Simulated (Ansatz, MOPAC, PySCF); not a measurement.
Molecule: BNHCl2, net charge 0, doublet state. SMILES: B(Cl)([NH])Cl
Structure (B3LYP-D3(BJ)/def2-TZVP (Ansatz, an electronic-structure program) minimum search):
```xyz
5

N     -1.6603    -0.5804    -0.2428
B     -0.3578    -0.1258    -0.0276
Cl     0.9738    -1.2807    -0.0030
Cl    -0.0479     1.6060     0.0832
H     -2.3287    -0.8384     0.4747
```
Charge 0, spin multiplicity 2.

Unscaled harmonic wavenumbers (cm⁻¹) in rising order, each level at the stationary point that it reaches from this structure (no distance between atoms moves by over 0.3 Å); the order of modes can differ between levels, and a negative number is imaginary. B3LYP-D3(BJ)/def2-TZVP (PySCF, at the structure above): 179, 256, 328, 433, 551, 634, 889, 1289, 3566.

PM7 (MOPAC): 223, 234, 419, 544, 579, 642, 875, 1296, 2837. Zero-point energy 10.9 against 11.6 kcal/mol; where all levels lie over 400 cm⁻¹, the wavenumbers are on average 1.017 times those of B3LYP-D3(BJ)/def2-TZVP.

HF/6-31G* (Ansatz): 222, 283, 370, 464, 586, 750, 986, 1344, 3778. Zero-point energy 12.6 against 11.6 kcal/mol; where all levels lie over 400 cm⁻¹, the wavenumbers are on average 1.088 times those of B3LYP-D3(BJ)/def2-TZVP.
